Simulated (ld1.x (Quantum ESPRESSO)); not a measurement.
boron (B), PAW: configuration errors across variants

ld1.x (Quantum ESPRESSO) 7.5 input, shortened:

```
&input
   title='B', zed=5., rel=1, dft='PW91', iswitch=3,
   config='[He] 2s2 2p1'
 /
 &inputp
   pseudotype=3, lpaw=.true., tm=.true., lloc=-1, rcloc=1.20,
   nlcc=.true., new_core_ps=.true., rcore=0.70,
   which_augfun='PSQ', rmatch_augfun=1.05
 /
4
2S  1  0   2.00   0.00  1.25  1.35  0.0
2S  1  0   0.00   2.85  1.25  1.35  0.0
2P  2  1   1.00   0.00  2.10  2.55  0.0
2P  2  1   0.00   1.50  2.10  2.55  0.0
 &test
   configts(1)='2s2 2p1'
 /
```

All-electron excitation energies from the reference (eV): (1) 2s2 2p0 8.268; (2) 2s1 2p0 33.736; (3) 2s2 2p0.5 2.911; (4) 2s1 2p2 5.850; (5) 2s2 2p1.3 -0.751; (6) 2s0 2p3 11.719.

The overlap operator is not positive definite (basis up to 400 Ry) in “base”, “augmentation BESSEL, radius 0.90 bohr”, “core correction Bessel-smoothed model core inside 1.14 bohr”. Such files are unfit for use, however small their errors in these radial tests.

Tests that are not counted but printed errors over 1 eV. “base”: 2s1 2p1 (solver errors, printed error -5.8 eV). “core correction Bessel-smoothed model core inside 1.14 bohr”: 2s1 2p1 (solver errors, printed error -5.8 eV).

2 further variants failed, have other tests or too few solved ones, and are left out.

Errors AE − PS in meV (a dash: test not solved or not reliable):

| change | (1) | (2) | (3) | (4) | (5) | (6) | bound ghosts |
| --- | --- | --- | --- | --- | --- | --- | --- |
| base | -0.3 | -5.1 | +82 | +8.4 | +38 | +33 | not determined (overlap not positive) |
| augmentation BESSEL, radius 0.90 bohr | – | – | – | – | – | – | not determined (overlap not positive) |
| core correction Bessel-smoothed model core inside 1.14 bohr | -0.1 | -4.9 | +79 | +4.6 | +37 | +18 | not determined (overlap not positive) |
| wave 2p channel at 1.5 Ry: rcut 2.10, rcutus 2.55 bohr becomes 2p channel at -0.19 Ry: rcut 2.10, rcutus 2.55 bohr | -0.3 | -5.1 | -0.1 | -0.6 | 0.0 | -2.3 | none |

(1) Give the same row for: type RRKJ; waves now 2s (bound): rc 1.35 bohr; 2p (bound): rc 2.55 bohr; local potential all-electron potential smoothed inside 1.15 bohr (lloc = -2); rho0 0.02.

Answers

(1) +55, +192, +7.4, -11, +0.6, -46; bound ghosts: none.
